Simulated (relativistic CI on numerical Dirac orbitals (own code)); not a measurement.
## Slater and spin-orbit integrals, Tm³³⁺

These numbers are calculated, not measured: Dirac-Coulomb-Breit CI, separate exchange-only KLI orbitals for each configuration, model QED, unscaled Slater integrals (own radial code, finite nucleus).

Slater integrals F^k, G^k are unscaled and averaged over j, outside the closed core [Ar] 3d10; ζ comes from projecting the Hamiltonian with its Breit term on Σ l·s of the shell.

- 4s²4p⁵4d: ζ(4p) = 336920, F^2(4p,4d) = 217980, G^1(4p,4d) = 270680, G^3(4p,4d) = 173530, ζ(4d) = 42187 cm⁻¹; <r>(4p) = 0.4615, <r^2>(4p) = 0.2408, <r>(4d) = 0.4632, <r^2>(4d) = 0.2451 (bohr units).
- 4s4p⁶4d: G^2(4s,4d) = 214420, ζ(4d) = 42426 cm⁻¹; <r>(4s) = 0.4495, <r^2>(4s) = 0.2271, <r>(4d) = 0.4633, <r^2>(4d) = 0.2452 (bohr units).
- 4s²4p⁵4f: ζ(4p) = 335950, F^2(4p,4f) = 221450, G^2(4p,4f) = 176090, G^4(4p,4f) = 129610, ζ(4f) = 6666.7 cm⁻¹; <r>(4p) = 0.4618, <r^2>(4p) = 0.2411, <r>(4f) = 0.4366, <r^2>(4f) = 0.2156 (bohr units).

Averages of the first 10 configurations, taken without configuration mixing, which lowers the lowest level and can move excited configurations by several eV; other configurations of the list can lie among them:

```tsv
Configuration	Parity	States	Average energy above the lowest level (eV)
4s²4p⁶	even	1	0.3
4s²4p⁵4d	odd	60	168.5
4s4p⁶4d	even	20	309.2
4s²4p⁵4f	even	84	342.9
4s4p⁶4f	odd	28	483.8
4s²4p⁵5s	odd	12	563.0
4p⁶4d4f	odd	140	794.8
4p⁶4d²	even	45	622.1
4p⁵4d³	odd	720	787.4
4p⁵4d²4f	even	3780	957.9
```
